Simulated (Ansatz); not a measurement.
Reaction (substitution at a C–B bond): `CB(F)OC(C)=O` + `[NH2][GaH2]` → `C[NH][GaH2]` + `CC(=O)OBF`

Calculated with Ansatz (gas phase, PBE0-D4/def2-TZVP geometries, no zero-point term in ΔE). CBS: MP2 limit from def2 TZ/QZ plus the TZ coupled-cluster correction, frozen cores. Functionals use def2-TZVPP. For Ga outer-core shells are correlated without core-valence functions, which leaves a few kJ/mol of doubt a bond. Scalar relativity is left out up to krypton. Each species was taken in one conformer, which may not be the lowest.

| level | ΔE (kJ/mol) | difference from CCSD(T)/CBS |
| --- | --- | --- |
| r2SCAN-D4 | 98.6 | 5.0 |
| PBE0-D4 | 94.7 | 1.1 |
| ωB97X-V | 93.1 | -0.5 |
| ωB97M-V | 97.2 | 3.6 |
| PBE | 90.6 | -3.0 |
| r2SCAN | 98.1 | 4.5 |
| PBE0 | 93.9 | 0.3 |
| HF/def2-TZVPP | 89.0 | -4.6 |
| MP2/def2-TZVPP | 93.1 | -0.5 |
| SCS-MP2/def2-TZVPP | 87.9 | -5.7 |
| CCSD/def2-TZVPP | 91.6 | -2.0 |
| HF/def2-QZVPP | 88.6 | -5.0 |
| MP2/def2-QZVPP | 94.4 | 0.8 |
| SCS-MP2/def2-QZVPP | 89.3 | -4.3 |
| HF/CBS(def2) | 88.6 | -5.0 |
| CCSD/CBS(def2) | 94.0 | 0.4 |
| CCSD(T)/CBS | 93.6 | 0 |

Largest T1 diagnostic among the species: 0.015.

From PBE to PBE0 (25 % exact exchange), in def2-TZVPP and without D4, ΔE moves by +3.3 kJ/mol.
